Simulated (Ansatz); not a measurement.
`[Cl][Sn]([Cl])([Cl])[I]` + H₂S → `[SH][Sn]([Cl])([Cl])[Cl]` + HI at 500 K and 1 bar (ligand exchange at the Sn–I bond).

Program: Ansatz. Geometries: PBE0-D4/def2-TZVP. ΔE: electronic, gas phase. CBS: MP2 limit from def2 TZ/QZ plus the TZ coupled-cluster correction, frozen cores. This one scheme is used for every species. def2 core potentials past Kr. For I, Sn outer-core shells are correlated without core-valence functions, which leaves a few kJ/mol of doubt a bond. Each species was taken in one conformer, which may not be the lowest.

| species | CCSD(T)/CBS energy (Eh) | H − E (kJ/mol) | S (J/(mol·K)) |
| --- | --- | --- | --- |
| `[Cl][Sn]([Cl])([Cl])[I]` | -1890.98666 | 55.6 | 452.7 |
| H₂S | -398.97279 | 57.0 | 224.0 |
| `[SH][Sn]([Cl])([Cl])[Cl]` | -1991.90544 | 81.8 | 468.7 |
| HI | -298.03592 | 28.6 | 221.6 |

H − E and S are ideal-gas, rigid-rotor, harmonic terms from PBE0-D4/def2-TZVP, for one conformer and one mirror image of each species. 1 Eh = 2625.50 kJ/mol, R = 8.31446 J/(mol·K).

Task: By hand: ΔE, ΔH, ΔS and ΔG.

Result: ΔE = (-1991.90544) + (-298.03592) − (-1890.98666) − (-398.97279) = 0.01809 Eh = 47.5 kJ/mol. Δ(H − E) = 81.8 + 28.6 − 55.6 − 57.0 = -2.2, so ΔH = 45.3 kJ/mol. ΔS = 468.7 + 221.6 − 452.7 − 224.0 = 13.6 J/(mol·K). ΔG = 45.3 − 500 × (13.6)/1000 = 38.5 kJ/mol.

Task: By hand: the equilibrium constant, and the temperature at which ΔG would vanish if ΔH and ΔS stayed fixed.

Result: log₁₀ K = −ΔG/(RT ln 10) = -4.0. ΔG = 0 at ΔH/ΔS = 3331 K, far beyond where these terms or the molecules hold.

The number of gas molecules stays the same, so ΔS is small and ΔH decides. A doubt of 5 kJ/mol in ΔE shifts log₁₀ K by 0.5 here. Other conformers and mirror images would add mixing entropy, several J/(mol·K) or more a flexible species. Modes under 60 cm⁻¹, often nearly free rotors, make the harmonic entropy too high. These are equilibria of isolated gas molecules and say nothing of rates. Largest T1 diagnostic: 0.011 (customary marks: 0.02 for closed shells, 0.045 for open ones).
